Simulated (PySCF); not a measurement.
# Tl²⁺ (thallium, charge +2): TPSS calculation

Configuration: [Xe] 4f14 5d10 6s1, 2S determinant. Computed with PySCF 2.14 in x2c-TZVPPall, with the spin-free X2C one-electron Hamiltonian (Gaussian nucleus).

```json
{
 "Total energy": "-20247.77 hartree",
 "One-electron energy": "-27666.46 hartree",
 "Hartree (Coulomb) energy": "7804.04 hartree",
 "Exchange-correlation energy": "-385.36 hartree",
 "⟨S²⟩": "0.7509",
 "⟨L²⟩": "0.000",
 "Sum of ⟨r⟩": "41.53 bohr",
 "Sum of ⟨r²⟩": "44.19 bohr²",
 "Langevin diamagnetic susceptibility": "-35.0 ×10⁻⁶ cm³/mol",
 "Time after the integrals": "about 8 core-seconds"
}
```

```json
{"shell": "1s α", "electrons": "1", "mean orbital energy (eV)": "-85348.8", "rms radius, mean of both spins (bohr)": "0.0184"}
{"shell": "1s β", "electrons": "1", "mean orbital energy (eV)": "-85348.8", "rms radius, mean of both spins (bohr)": "0.0184"}
{"shell": "2s α", "electrons": "1", "mean orbital energy (eV)": "-15207.8", "rms radius, mean of both spins (bohr)": "0.0743"}
{"shell": "2s β", "electrons": "1", "mean orbital energy (eV)": "-15207.8", "rms radius, mean of both spins (bohr)": "0.0743"}
{"shell": "2p α", "electrons": "3", "mean orbital energy (eV)": "-13146.7", "rms radius, mean of both spins (bohr)": "0.0683"}
{"shell": "2p β", "electrons": "3", "mean orbital energy (eV)": "-13146.7", "rms radius, mean of both spins (bohr)": "0.0683"}
{"shell": "3s α", "electrons": "1", "mean orbital energy (eV)": "-3646.6", "rms radius, mean of both spins (bohr)": "0.190"}
{"shell": "3s β", "electrons": "1", "mean orbital energy (eV)": "-3646.5", "rms radius, mean of both spins (bohr)": "0.190"}
{"shell": "3p α", "electrons": "3", "mean orbital energy (eV)": "-3049.3", "rms radius, mean of both spins (bohr)": "0.192"}
{"shell": "3p β", "electrons": "3", "mean orbital energy (eV)": "-3049.3", "rms radius, mean of both spins (bohr)": "0.192"}
{"shell": "3d α", "electrons": "5", "mean orbital energy (eV)": "-2400.2", "rms radius, mean of both spins (bohr)": "0.176"}
{"shell": "3d β", "electrons": "5", "mean orbital energy (eV)": "-2400.2", "rms radius, mean of both spins (bohr)": "0.176"}
{"shell": "4s α", "electrons": "1", "mean orbital energy (eV)": "-828.85", "rms radius, mean of both spins (bohr)": "0.416"}
{"shell": "4s β", "electrons": "1", "mean orbital energy (eV)": "-828.83", "rms radius, mean of both spins (bohr)": "0.416"}
{"shell": "4p α", "electrons": "3", "mean orbital energy (eV)": "-631.78", "rms radius, mean of both spins (bohr)": "0.444"}
{"shell": "4p β", "electrons": "3", "mean orbital energy (eV)": "-631.76", "rms radius, mean of both spins (bohr)": "0.444"}
{"shell": "4d α", "electrons": "5", "mean orbital energy (eV)": "-392.31", "rms radius, mean of both spins (bohr)": "0.473"}
{"shell": "4d β", "electrons": "5", "mean orbital energy (eV)": "-392.28", "rms radius, mean of both spins (bohr)": "0.473"}
{"shell": "5s α", "electrons": "1", "mean orbital energy (eV)": "-148.68", "rms radius, mean of both spins (bohr)": "0.933"}
{"shell": "5s β", "electrons": "1", "mean orbital energy (eV)": "-148.65", "rms radius, mean of both spins (bohr)": "0.933"}
{"shell": "4f α", "electrons": "7", "mean orbital energy (eV)": "-131.46", "rms radius, mean of both spins (bohr)": "0.513"}
{"shell": "4f β", "electrons": "7", "mean orbital energy (eV)": "-131.42", "rms radius, mean of both spins (bohr)": "0.513"}
{"shell": "5p α", "electrons": "3", "mean orbital energy (eV)": "-94.877", "rms radius, mean of both spins (bohr)": "1.07"}
{"shell": "5p β", "electrons": "3", "mean orbital energy (eV)": "-94.810", "rms radius, mean of both spins (bohr)": "1.07"}
{"shell": "5d α", "electrons": "5", "mean orbital energy (eV)": "-33.385", "rms radius, mean of both spins (bohr)": "1.47"}
{"shell": "5d β", "electrons": "5", "mean orbital energy (eV)": "-33.010", "rms radius, mean of both spins (bohr)": "1.47"}
{"shell": "6s α", "electrons": "1", "mean orbital energy (eV)": "-25.673", "rms radius, mean of both spins (bohr)": "2.41"}
```

Spin-orbit coupling, which splits the p, d and f shells strongly at this Z, is absent.

Densities and radii are taken from the X2C orbitals without a picture-change correction, which distorts them close to the nucleus.
